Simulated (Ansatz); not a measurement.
A structure relaxed at r2SCAN-D4/def2-SVP in Ansatz, charge 0, singlet:

```
atom   x (Å)   y (Å)   z (Å)
 Hf1  -0.378   0.062   0.004
  O2   0.736  -1.877   0.533
  O3   0.880   1.224   0.905
  O4   0.558  -1.513  -0.893
  O5  -1.358   0.943  -1.394
  H6   1.701  -1.807   0.643
  H7   1.377   2.020   1.100
  H8  -1.703  -0.414   1.225
  H9  -1.812   1.361  -2.125
```

Problem. Give its formula.

Solution. the cluster HfO4H4.

Problem. Summarise the bond lengths by kind (pairs closer than 1.2 times the sum of covalent radii, bridged metal pairs left out).

Solution. 4 × Hf–O 1.92 to 2.30 Å; 1 × O–O 1.48 Å; 3 × H–O 0.96 to 0.97 Å; 1 × H–Hf 1.86 Å. The metal has 5 neighbours: O 2.30 Å, O 1.93 Å, O 2.04 Å, O 1.92 Å, H 1.86 Å.

In the def2 sets Hf takes a core potential; there is no spin–orbit coupling. The structure holds one bond between oxygen atoms, so isomers without such links may lie far lower. The structure comes from a short search, and lower isomers may exist.
